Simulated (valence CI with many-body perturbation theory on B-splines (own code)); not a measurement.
# Sm XIII: calculated level list

Computed by relativistic CI+MBPT: four valence electrons over a frozen Dirac-Fock core [Kr] 4d10, a basis of 7 s, 7 p, 7 d, 7 f, 4 g, 2 h functions for each j, with the one-electron correlation potential Σ1 (screened to all orders), the two-electron term Σ2, the three-electron term Σ3, Breit, model QED; selected single and double excitations, second order for the rest, scaled by the run's own slope (own B-spline code, finite nucleus).

No measured spectrum was set against this ion. As an estimate, terms of the open shell hold to a few per cent of their energy, and close levels can change places; configurations with another count of f electrons can be misplaced by thousands of cm⁻¹.

Levels 46 to 90 of 218, with energies above the lowest level, 4f2 5s2 3H_4. "Leading %" is the weight of the configuration and term that name the level; weights of strongly mixed levels are sums over their largest components and can fall short. In the jj column 3d3/2^4 stands for four electrons in 3d with j = 3/2. Lifetimes count E1, E2, E3, M1 and M2 decay at the calculated energies, and are blank where another channel may lead or the interval is too uncertain; long ones can be off by a factor of two.

```
No.  Configuration  Term  J  E (cm⁻¹)  Leading %                Leading jj  Lifetime      g
 46         4f3 5s   3G°  5    114320         50         4f7/2^3 5s (67 %)   7.28 μs  1.119
 47         4f3 5s   3P°  2    114450         41   4f5/2 4f7/2^2 5s (49 %)   5.84 μs  1.250
 48         4f3 5s   3S°  1    115670         43   4f5/2 4f7/2^2 5s (75 %)   4.66 μs  1.256
 49         4f3 5s   3P°  0    116520         85   4f5/2^2 4f7/2 5s (67 %)   9.64 μs       
 50         4f3 5s   3D°  3    118150         88   4f5/2 4f7/2^2 5s (78 %)   7.13 μs  1.304
 51      4f 5s2 5p    3G  3    118370         64   4f5/2 5s^2 5p1/2 (97 %)    215 μs  0.845
 52         4f3 5s   3P°  1    118670         51   4f5/2^2 4f7/2 5s (45 %)   5.64 μs  1.188
 53         4f3 5s   1K°  7    119610         80   4f5/2^2 4f7/2 5s (66 %)   10.8 μs  0.988
 54         4f3 5s   1G°  4    119760         43         4f7/2^3 5s (59 %)   17.8 μs  1.098
 55         4f3 5s   3G°  3    120090         96   4f5/2^2 4f7/2 5s (50 %)   6.66 μs  0.762
 56         4f3 5s   3D°  2    120480         51   4f5/2 4f7/2^2 5s (40 %)   6.70 μs  1.273
 57         4f3 5s   5D°  2    122550         79   4f5/2^2 4f7/2 5s (64 %)   7.93 μs  1.458
 58         4f3 5s   5D°  1    122920         80   4f5/2^2 4f7/2 5s (47 %)   10.8 μs  1.437
 59      4f 5s2 5p    3F  2    122930         60   4f5/2 5s^2 5p1/2 (95 %)    570 μs  0.822
 60         4f3 5s   5D°  3    123030         85   4f5/2^2 4f7/2 5s (62 %)   11.9 μs  1.467
 61         4f3 5s   3G°  4    123290         84   4f5/2 4f7/2^2 5s (49 %)   8.16 μs  1.045
 62         4f3 5s   5D°  0    123340         85   4f5/2 4f7/2^2 5s (67 %)   22.8 μs       
 63         4f3 5s   3G°  5    125500         53   4f5/2^2 4f7/2 5s (62 %)   6.64 μs  1.056
 64         4f3 5s   5D°  4    125920         98   4f5/2 4f7/2^2 5s (69 %)   43.4 μs  1.495
 65      4f 5s2 5p    3F  3    126300         39   4f7/2 5s^2 5p1/2 (96 %)    519 μs  1.158
 66         4f3 5s   1D°  2    126330         75   4f5/2 4f7/2^2 5s (54 %)   2.65 μs  1.056
 67         4f3 5s   3I°  6    126600         82   4f5/2^2 4f7/2 5s (60 %)   2.80 μs  1.044
 68         4f3 5s   3I°  5    126640         56   4f5/2 4f7/2^2 5s (73 %)   5.80 μs  0.987
 69         4f3 5s   1P°  1    127300         77         4f7/2^3 5s (53 %)   4.55 μs  0.990
 70         4f3 5s   3L°  7    127460         82   4f5/2 4f7/2^2 5s (49 %)   25.6 μs  0.904
 71         4f3 5s   3L°  8    127950         94   4f5/2 4f7/2^2 5s (61 %)    206 ms  1.016
 72         4f3 5s   3I°  7    128320         92   4f5/2 4f7/2^2 5s (89 %)   2.34 μs  1.127
 73      4f 5s2 5p    3G  4    128640         42   4f7/2 5s^2 5p1/2 (96 %)    149 μs  1.107
 74         4f3 5s   3L°  9    129440        100  4f5/2 4f7/2^2 5s (100 %)    343 ms  1.110
 75         4f3 5s   3D°  1    131830         93   4f5/2^2 4f7/2 5s (46 %)   2.33 μs  0.561
 76         4f3 5s   3H°  4    132040         96   4f5/2 4f7/2^2 5s (54 %)   10.2 μs  0.807
 77         4f3 5s   3H°  6    132670         57   4f5/2 4f7/2^2 5s (53 %)   6.65 μs  1.100
 78         4f3 5s   3H°  5    133000         85   4f5/2 4f7/2^2 5s (48 %)   14.0 μs  1.021
 79         4f3 5s   3D°  2    133670         69   4f5/2 4f7/2^2 5s (40 %)   2.47 μs  1.112
 80         4f3 5s   3D°  3    134770         73   4f5/2 4f7/2^2 5s (38 %)   3.35 μs  1.320
 81         4f3 5s   3D°  2    135480         50   4f5/2^2 4f7/2 5s (53 %)   5.16 μs  1.067
 82         4f3 5s   1L°  8    136280         96   4f5/2 4f7/2^2 5s (80 %)    144 ms  1.000
 83         4f3 5s   1I°  6    136820         72   4f5/2 4f7/2^2 5s (70 %)   2.92 μs  1.045
 84         4f3 5s   3D°  1    139220         96   4f5/2 4f7/2^2 5s (60 %)   5.74 μs  0.515
 85         4f3 5s   3D°  3    140470         73   4f5/2 4f7/2^2 5s (72 %)   4.26 μs  1.266
 86         4f3 5s   3F°  2    140700         59   4f5/2 4f7/2^2 5s (77 %)   8.24 μs  0.860
 87         4f3 5s   1H°  5    140780         91   4f5/2 4f7/2^2 5s (44 %)   3.25 μs  1.000
 88         4f3 5s   3F°  3    143160         59         4f7/2^3 5s (52 %)   3.94 μs  1.168
 89         4f3 5s   3F°  4    144220         97         4f7/2^3 5s (42 %)   54.9 μs  1.249
 90         4f3 5s   1D°  2    145460         57         4f7/2^3 5s (68 %)   39.2 μs  0.985
```

Names give the largest LS component (configuration and term), which can be under half, so a name can repeat, a term be missing and a line seem to break the LS rules; names also repeat where a configuration has a term twice.

Where two levels of one J and parity lie close, their mixing, g and order are uncertain.
